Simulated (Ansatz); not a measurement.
Ansatz results at the PBE0-D4/def2-TZVP geometry: zero-point energy (PBE0-D4/def2-TZVP) 193.7 kJ/mol; HOMO energy (PBE0/def2-TZVPP) -7.05 eV; HOMO–LUMO gap (ωB97M-V/def2-TZVPP) 8.95 eV.

(1) Which molecule gave them?
A. `C=C1CBO1`
B. `BC1=CCO1`
C. `O=C1CBC1`
D. `C#CBCO`

Results:

(1) B. The others give `O=C1CBC1`: 192.6, -7.11, 9.70; `C=C1CBO1`: 199.3, -7.27, 10.89; `C#CBCO`: 191.0, -7.89, 10.16.
